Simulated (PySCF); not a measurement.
Si(H)3(OAc) (C2H6O2Si), SMILES CC(=O)O[SiH3]. Atoms are numbered in the order given.

```xyz
11

Si    -0.0747    -1.7233     0.0000
O     -0.7331    -0.1330     0.0000
C      0.1593     0.8802     0.0000
C     -0.4977     2.2277     0.0000
O      1.3520     0.6722     0.0000
H      0.7238    -1.9579    -1.2308
H     -1.2900    -2.5783     0.0000
H      0.7238    -1.9579     1.2308
H      0.2622     3.0172     0.0000
H     -1.1472     2.3211    -0.8835
H     -1.1472     2.3211     0.8835
```

Coordinates come from a r2SCAN-D4/def2-SVP optimisation.

Level of theory: PBE/def2-TZVP in PySCF.

Symmetry labels are those of the subgroup Cs that the program uses (full group Cs).

Computed valence orbital energies around the gap with their symmetry:
```tsv
orbital	symmetry	energy (eV)
HOMO−7	A'	-11.40
HOMO−6	A'	-10.09
HOMO−5	A"	-9.84
HOMO−4	A'	-8.95
HOMO−3	A"	-8.63
HOMO−2	A'	-8.20
HOMO−1	A"	-7.73
HOMO	A'	-6.58
LUMO	A"	-1.24
LUMO+1	A'	-0.72
LUMO+2	A'	0.73
LUMO+3	A'	0.83
```
